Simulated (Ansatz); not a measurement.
Basis-set extrapolation for CH5BOS (`BSCO`) (PBE0-D4/def2-TZVP geometry, frozen core, Ansatz 0.2.0). Multiplicity 1, RHF reference.

```csv
,def2-TZVPP,def2-QZVPP
HF,-537.926712,-537.944612
MP2 correlation,-0.694157,-0.747203
CCSD(T) correlation,-0.764482,not run
```

Energies in hartree. Use E(X) = E(∞) + A·exp(−7.88·√X) for Hartree–Fock and E(X) = E(∞) + B·X^(−2.97) for correlation, with X = 3 and 4, and add CCSD(T) minus MP2 of the smaller set to the MP2 limit.

Task: What is the CCSD(T) energy at the basis-set limit?

Result: HF limit: -537.944612 + (-0.017900) × 0.13774 = -537.94708. MP2 limit: -0.747203 + (-0.053046) × 0.74074 = -0.78650. Higher-order term: -0.764482 − (-0.694157) = -0.07032. Total: -538.80390 hartree, 295.9 kJ/mol below CCSD(T)/def2-TZVPP.
